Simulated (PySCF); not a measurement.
Electronic structure of Ar³⁺ (argon, charge +3) at the UHF level

Configuration: [Ne] 3s2 3p3, high-spin 4S determinant. All numbers are calculated (PySCF 2.14, the non-relativistic Hamiltonian (point nucleus), in aug-cc-pV(5+d)Z (8s7p6d4f3g2h, 136 functions)).

| Property | Result |
| --- | --- |
| Total energy | -523.865936 hartree |
| One-electron energy | -698.8353 hartree |
| Hartree (Coulomb) energy | 204.0170 hartree |
| Exchange energy | -29.0476 hartree |
| Kinetic energy | 523.76286 hartree |
| ⟨S²⟩ | 3.7508 |
| ⟨L²⟩ | 0.000 |
| Sum of ⟨r⟩ | 10.04 bohr |
| Sum of ⟨r²⟩ | 12.10 bohr² |
| Density at the nucleus (Gaussians lack the cusp) | 3830 bohr⁻³ |
| Spin density at the nucleus | 0.226 bohr⁻³ |
| Langevin diamagnetic susceptibility | -9.59 ×10⁻⁶ cm³/mol |

```json
{"shell": "1s α", "electrons": "1", "mean orbital energy (eV)": "-3277.7", "rms radius, mean of both spins (bohr)": "0.0998"}
{"shell": "1s β", "electrons": "1", "mean orbital energy (eV)": "-3276.2", "rms radius, mean of both spins (bohr)": "0.0998"}
{"shell": "2s α", "electrons": "1", "mean orbital energy (eV)": "-383.79", "rms radius, mean of both spins (bohr)": "0.447"}
{"shell": "2s β", "electrons": "1", "mean orbital energy (eV)": "-382.44", "rms radius, mean of both spins (bohr)": "0.447"}
{"shell": "2p α", "electrons": "3", "mean orbital energy (eV)": "-309.40", "rms radius, mean of both spins (bohr)": "0.417"}
{"shell": "2p β", "electrons": "3", "mean orbital energy (eV)": "-306.90", "rms radius, mean of both spins (bohr)": "0.417"}
{"shell": "3s α", "electrons": "1", "mean orbital energy (eV)": "-79.842", "rms radius, mean of both spins (bohr)": "1.40"}
{"shell": "3s β", "electrons": "1", "mean orbital energy (eV)": "-67.425", "rms radius, mean of both spins (bohr)": "1.40"}
{"shell": "3p α", "electrons": "3", "mean orbital energy (eV)": "-59.217", "rms radius, mean of both spins (bohr)": "1.50"}
```

Spin-orbit constants ζ (cm⁻¹) from the X2C one-electron operator on these orbitals (non-relativistic here): bare nucleus, nucleus screened by l(l+1)(2l+1)/3 electrons, and screened by the Breit-Pauli mean field of the electrons.

```tsv
shell	bare	screened nucleus	mean field
2p	12970	11530	10870
3p	1327	1180	1102
```
